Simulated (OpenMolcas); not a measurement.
Te²⁺: effect of the basis set

- Program: OpenMolcas
- Method: CASSCF
- Active space: 4 electrons in 4 orbitals (5s 5p)
- State averaging: 2S+1 = 3 even, 6 roots; 2S+1 = 1 even, 11 roots; 2S+1 = 5 odd, 1 root; 2S+1 = 3 odd, 9 roots; 2S+1 = 1 odd, 8 roots
- Spin-orbit coupling: RASSI with atomic mean-field integrals over the reference wave functions, term energies averaged over their components

A. ANO-RCC-MB [5s4p2d], DKH2, point nucleus; cost roughly 9 core-seconds
B. ANO-R1 [6s5p3d1f], X2C, finite nucleus; cost about 14 core-seconds
C. ANO-R2 [7s6p4d2f1g], X2C, finite nucleus; cost of the order of 18 core-seconds
D. ANO-RCC-VQZP [8s7p5d3f2g], DKH2, point nucleus; cost roughly 23 core-seconds
E. ANO-R3 [8s7p5d4f3g2h], X2C, finite nucleus; cost roughly 30 core-seconds

Energies in cm⁻¹ above 5s² 5p² ³P₀, the measured ground level; measured values from the list in Zhang, Palmeri, Quinet and Biemont, Astron. Astrophys. 551, A136 (2013).

```json
{"Level": "5s² 5p² ³P₀", "A": "0.0", "B": "0.0", "C": "0.0", "D": "0.0", "E": "0.0", "Measured": "0.0"}
{"Level": "5s² 5p² ³P₁", "A": "2796", "B": "4430", "C": "4068", "D": "4052", "E": "4099", "Measured": "4757"}
{"Level": "5s² 5p² ³P₂", "A": "5547", "B": "8166", "C": "7655", "D": "7618", "E": "7698", "Measured": "8167"}
{"Level": "5s² 5p² ¹D₂", "A": "14666", "B": "19040", "C": "18539", "D": "18443", "E": "18592", "Measured": "17360"}
{"Level": "5s² 5p² ¹S₀", "A": "24547", "B": "29644", "C": "29370", "D": "29202", "E": "29416", "Measured": "30398"}
{"Level": "5s 5p³ ⁵S°₂", "A": "59210", "B": "51914", "C": "51188", "D": "51066", "E": "51150", "Measured": "64586"}
{"Level": "5s 5p³ ³D°₂", "A": "90434", "B": "87560", "C": "87257", "D": "87053", "E": "87266", "Measured": "83203"}
{"Level": "5s 5p³ ³D°₁", "A": "90568", "B": "87762", "C": "87445", "D": "87240", "E": "87453", "Measured": "82889"}
{"Level": "5s 5p³ ³D°₃", "A": "91316", "B": "89103", "C": "88629", "D": "88421", "E": "88652", "Measured": "85206"}
{"Level": "5s 5p³ ³P°₀", "A": "100737", "B": "99860", "C": "99570", "D": "99302", "E": "99590", "Measured": "96062"}
{"Level": "5s 5p³ ³P°₁", "A": "101113", "B": "100526", "C": "100151", "D": "99883", "E": "100178", "Measured": "96582"}
{"Level": "5s 5p³ ³P°₂", "A": "101671", "B": "101547", "C": "101044", "D": "100768", "E": "101076", "Measured": ""}
{"Level": "5s 5p³ ¹D°₂", "A": "126879", "B": "129333", "C": "128646", "D": "128363", "E": "128706", "Measured": ""}
{"Level": "5s 5p³ ³S°₁", "A": "129145", "B": "131317", "C": "130650", "D": "130449", "E": "130742", "Measured": "114216"}
{"Level": "5s 5p³ ¹P°₁", "A": "137450", "B": "141820", "C": "141032", "D": "140717", "E": "141122", "Measured": ""}
```

Deviations, from unrounded energies. A percentage is the sum of absolute deviations over the sum of measured energies, with the sign that they share, or ± where signs differ.

| Against measurement | Levels | A | B | C | D | E |
| --- | --- | --- | --- | --- | --- | --- |
| mean absolute deviation (cm-1) | 11 | 5800 | 4900 | 4800 | 4700 | 4800 |
| fine structure of the ground term (%) | 2 | -35.4 | -2.5 | -9.3 | -9.7 | -8.7 |
| other terms of the ground configuration (%) | 2 | -17.9 | ±5.1 | ±4.6 | ±4.8 | ±4.6 |
| other configurations (%) | 7 | ±8.1 | ±8.1 | ±7.9 | ±7.7 | ±7.9 |

B, C, D, E lie about equally close to measurement and A furthest from it. The largest miss of D in the table is 5s 5p³ ³S°₁, by +16000 cm-1. The ranking rests on the paired levels alone, and a cruder setting can come out closer through cancelling errors.

Among A to E the level of the table that moves most is 5s 5p³ ⁵S°₂, by 8100 cm-1 (lowest in D, highest in A).

Terms of s pⁿ other than that of highest spin mix with s² pⁿ⁻² d, which this space lacks; all of them can be thousands of cm-1 off, and some have no real level of that name. Computed and measured levels are paired by configuration, term and J; levels that our copy of the source lacks, or whose pairing is in doubt (as where it misses far off the trend of its configuration), stay unpaired and out of the deviations. Only configurations of the active space appear. The table leaves out levels that lie high or whose names do not pair safely across all columns.

° marks odd parity.
